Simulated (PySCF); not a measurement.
Method: TPSSh-D3(BJ)/def2-TZVP // B3LYP-D3(BJ)/def2-TZVP (PySCF 2.14.0). All species are isolated molecules in the gas phase. One relaxed conformer stands for a flexible species; it need not be the lowest. Excitations are Tamm–Dancoff values on a coarser integration grid. The basis has no diffuse functions, so Rydberg states are missing or too high.

Reference species (SMILES): `C#CC=C` (neutral, multiplicity 1).

```json
{
 "S1 oscillator strength": "0.000",
 "HOMO–LUMO gap": "5.17 eV",
 "S1 excitation (TDA)": "5.27 eV"
}
```

Changed species: `C=CC(N)=O` (C–C–C–O torsion 0°) (X = carbamoyl; the reference has X = ethynyl).

Problem. What does the change do to the S1 oscillator strength, HOMO–LUMO gap and S1 excitation (TDA)?

Solution. the S1 oscillator strength is nearly the same; the HOMO–LUMO gap falls by 0.15 eV, to 5.02 eV; the S1 excitation (TDA) drops by 0.90 eV, to 4.37 eV.
